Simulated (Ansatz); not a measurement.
Reaction (cleavage of the Si–Al bond): `O[SiH2][AlH2]` + `C[SiH](N)O` → `C[SiH](O)N[SiH2]O` + `[AlH3]`

Calculated with Ansatz (gas phase, PBE0-D4/def2-TZVP geometries, no zero-point term in ΔE). CBS: MP2 limit from def2 TZ/QZ plus the TZ coupled-cluster correction, frozen cores. This one scheme is used for every species. Each species was taken in one conformer, which may not be the lowest.

```json
{"species": "`O[SiH2][AlH2]`", "CCSD(T)/CBS(def2) energy (Eh)": "-609.28590"}
{"species": "`C[SiH](N)O`", "CCSD(T)/CBS(def2) energy (Eh)": "-461.32134"}
{"species": "`C[SiH](O)N[SiH2]O`", "CCSD(T)/CBS(def2) energy (Eh)": "-826.86065"}
{"species": "`[AlH3]`", "CCSD(T)/CBS(def2) energy (Eh)": "-243.78045"}
```

Work out ΔE.

ΔE = (-826.86065) + (-243.78045) − (-609.28590) − (-461.32134) = -0.03386 Eh = -0.92 eV.

Largest T1 diagnostic among the species: 0.012.

The D4 term adds −0.11 eV with B3LYP and −0.06 eV with PBE0; it sums over pairs of atoms, weighted by their polarisabilities, and B3LYP, whose exchange is more repulsive, gets the larger term. From PBE to PBE0 (25 % exact exchange), in def2-TZVPP and without D4, ΔE moves by −0.07 eV.

B3LYP here is the variant with VWN-RPA as its local correlation; programs differ in this.
